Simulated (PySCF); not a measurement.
PySCF job for pyrazine (C4H4N2), SMILES c1cnccn1, TDDFT-LC-ωPBE/def2-SVPD. Geometry optimised at ωB97X-D3(BJ)/def2-SVP.

```python
import numpy as np
from pyscf import gto, scf, dft, tdscf

mol = gto.M(
    atom='''
    C     0.00000000    1.13163916   -0.69909535
    C     0.00000000    1.13163913    0.69909538
    N     0.00000000   -0.00000001    1.40240524
    C     0.00000000   -1.13163916    0.69909535
    C     0.00000000   -1.13163913   -0.69909538
    N     0.00000000    0.00000001   -1.40240524
    H     0.00000000    2.07433615   -1.25873922
    H     0.00000000    2.07433611    1.25873926
    H     0.00000000   -2.07433615    1.25873922
    H     0.00000000   -2.07433611   -1.25873926
    ''',
    basis='def2-SVPD',
    charge=0,
    spin=0,
    symmetry=True,
    max_memory=1600,
    verbose=4,
)
mf = dft.RKS(mol, xc='lc_wpbe').density_fit(auxbasis='def2-universal-jkfit')
mf.grids.level = 3
mf.conv_tol = 1e-9
mf.max_cycle = 100
mf.kernel()
mf.grids = dft.Grids(mol).set(level=1).build(with_non0tab=True)  # coarser grid for the response kernel
td = tdscf.TDDFT(mf)
td.singlet = True
td.nstates = 10
td.conv_tol = 1e-4
td.positive_eig_threshold = 1e-6
td.kernel(x0=td.get_init_guess(mf, 15))
td.analyze()
tt = tdscf.TDA(mf)
tt.singlet = False
tt.nstates = 4
tt.conv_tol = 1e-4
tt.positive_eig_threshold = 1e-6
tt.kernel(x0=tt.get_init_guess(mf, 9))
tt.analyze(verbose=3)
```

Output:

```
PySCF version 2.14.0

[INPUT] verbose = 4
[INPUT] num. atoms = 10
[INPUT] num. electrons = 42
[INPUT] charge = 0
[INPUT] spin (= nelec alpha-beta = 2S) = 0
[INPUT] symmetry True subgroup None
[INPUT] Mole.unit = angstrom
[INPUT] Symbol           X                Y                Z      unit          X                Y                Z       unit  Magmom
[INPUT]  1 C      0.000000000000   1.131639160000  -0.699095350000 AA    0.000000000000   2.138488084233  -1.321098746457 Bohr   0.0
[INPUT]  2 C      0.000000000000   1.131639130000   0.699095380000 AA    0.000000000000   2.138488027541   1.321098803149 Bohr   0.0
[INPUT]  3 N      0.000000000000  -0.000000010000   1.402405240000 AA    0.000000000000  -0.000000018897   2.650161819255 Bohr   0.0
[INPUT]  4 C      0.000000000000  -1.131639160000   0.699095350000 AA    0.000000000000  -2.138488084233   1.321098746457 Bohr   0.0
[INPUT]  5 C      0.000000000000  -1.131639130000  -0.699095380000 AA    0.000000000000  -2.138488027541  -1.321098803149 Bohr   0.0
[INPUT]  6 N      0.000000000000   0.000000010000  -1.402405240000 AA    0.000000000000   0.000000018897  -2.650161819255 Bohr   0.0
[INPUT]  7 H      0.000000000000   2.074336150000  -1.258739220000 AA    0.000000000000   3.919927213785  -2.378672388049 Bohr   0.0
[INPUT]  8 H      0.000000000000   2.074336110000   1.258739260000 AA    0.000000000000   3.919927138196   2.378672463638 Bohr   0.0
[INPUT]  9 H      0.000000000000  -2.074336150000   1.258739220000 AA    0.000000000000  -3.919927213785   2.378672388049 Bohr   0.0
[INPUT] 10 H      0.000000000000  -2.074336110000  -1.258739260000 AA    0.000000000000  -3.919927138196  -2.378672463638 Bohr   0.0

nuclear repulsion = 208.745049816711
point group symmetry = D2h
symmetry origin: [ 0.00000000e+00 -1.05735526e-17  0.00000000e+00]
symmetry axis x: [1. 0. 0.]
symmetry axis y: [-0.00000000e+00 -1.00000000e+00 -1.05046701e-08]
symmetry axis z: [ 0.00000000e+00 -1.05046701e-08  1.00000000e+00]
num. orbitals of irrep Ag = 30
num. orbitals of irrep B1g = 10
num. orbitals of irrep B2g = 12
num. orbitals of irrep B3g = 24
num. orbitals of irrep Au = 10
num. orbitals of irrep B1u = 30
num. orbitals of irrep B2u = 24
num. orbitals of irrep B3u = 12
number of shells = 64
number of NR pGTOs = 220
number of NR cGTOs = 152
basis = def2-SVPD
ecp = {}


[settings echo left out]
init E= -265.189611258544
HOMO (Ag) = -0.262302260238916  LUMO (B3u) = -0.0852464899511017  gap/eV = 4.81793
cycle= 1 E= -263.905613102489  delta_E= 1.28  |g|= 0.378  |ddm|=    7
HOMO (Ag) = -0.353715063425083  LUMO (B3u) = 0.01803057379608  gap/eV = 10.11571
cycle= 2 E= -263.927873591703  delta_E= -0.0223  |g|= 0.313  |ddm|=  2.1
HOMO (Ag) = -0.374517938232321  LUMO (B3u) = 0.0143526591500596  gap/eV = 10.58171
cycle= 3 E= -263.946941469612  delta_E= -0.0191  |g|= 0.0525  |ddm|= 1.38
HOMO (Ag) = -0.368908444670874  LUMO (B3u) = 0.0224460043963988  gap/eV = 10.64930
cycle= 4 E= -263.947696069513  delta_E= -0.000755  |g|= 0.0154  |ddm|= 0.289
HOMO (Ag) = -0.372370612048302  LUMO (B3u) = 0.0193398138475529  gap/eV = 10.65898
cycle= 5 E= -263.947768672048  delta_E= -7.26e-05  |g|= 0.00355  |ddm|= 0.071
HOMO (Ag) = -0.371687486710406  LUMO (B3u) = 0.0200720471346152  gap/eV = 10.66032
cycle= 6 E= -263.947774637166  delta_E= -5.97e-06  |g|= 0.000793  |ddm|= 0.0221
HOMO (Ag) = -0.371842492530551  LUMO (B3u) = 0.0199621113805248  gap/eV = 10.66155
cycle= 7 E= -263.947775186906  delta_E= -5.5e-07  |g|= 0.000119  |ddm|= 0.0079
HOMO (Ag) = -0.371832641374416  LUMO (B3u) = 0.0199754186011925  gap/eV = 10.66164
cycle= 8 E= -263.947775199057  delta_E= -1.22e-08  |g|= 2.32e-05  |ddm|= 0.00125
HOMO (Ag) = -0.371836047384286  LUMO (B3u) = 0.0199719292437988  gap/eV = 10.66164
cycle= 9 E= -263.947775199444  delta_E= -3.87e-10  |g|= 4.67e-06  |ddm|= 0.000328
HOMO (Ag) = -0.371835298850651  LUMO (B3u) = 0.0199722532484525  gap/eV = 10.66163
Extra cycle  E= -263.947775199457  delta_E= -1.35e-11  |g|= 2.59e-06  |ddm|= 4.43e-05
converged SCF energy = -263.947775199457
tot grids = 40848
Overwritten attributes  positive_eig_threshold  of <class 'pyscf.tdscf.rks.TDDFT'>


******** <class 'pyscf.tdscf.rks.TDDFT'> for <class 'pyscf.df.df_jk.DFSymAdaptedRKS'> ********
nstates = 10 singlet
deg_eia_thresh = 1.000e-03
wfnsym = None
conv_tol = 0.0001
eigh lindep = 1e-12
eigh level_shift = 0
eigh max_cycle = 100


[traceback left out]
ValueError: could not broadcast input array from shape (190,) into shape (191,)
```

The run crashed.
